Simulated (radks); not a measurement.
Results of a calculation; reference values are marked as such.
Charge is removed step by step from the 3s1/2 level of the cadmium ion Cd26+, starting from [Ar] 3d4. Level of theory: Dirac Kohn-Sham, PBE, spin-unpolarised, spherical densities, finite nucleus; open shells fill j = l - 1/2 first; Fermi nuclear charge, rms radius 4.6087 fm (a radial shooting solver on a logarithmic mesh with Libxc functionals).

| removed (e) | E - E(0) (eV) | eigenvalue (eV) | E minus straight line (eV) |
|---|---|---|---|
| 0 | 0.000 | -1671.0 | 0.000 |
| 0.1 | 167.43 | -1677.7 | -3.021 |
| 0.2 | 335.53 | -1684.4 | -5.371 |
| 0.3 | 504.31 | -1691.1 | -7.052 |
| 0.4 | 673.75 | -1697.8 | -8.062 |
| 0.5 | 843.87 | -1704.5 | -8.400 |
| 0.6 | 1014.7 | -1711.2 | -8.067 |
| 0.7 | 1186.1 | -1718.0 | -7.060 |
| 0.8 | 1358.2 | -1724.7 | -5.381 |
| 0.9 | 1531.0 | -1731.4 | -3.028 |
| 1 | 1704.5 | -1738.2 | 0.000 |

Removing the whole electron costs 1704.5 eV by Delta-SCF, against 1671.0 eV from minus the eigenvalue at the starting occupation. Slater's transition state (half an electron removed) gives 1704.5 eV. Integrating minus the eigenvalue over the occupation (Janak's theorem) gives 1704.5 eV. The mean slope of the eigenvalue, de/dn, is 67.2 eV per electron.
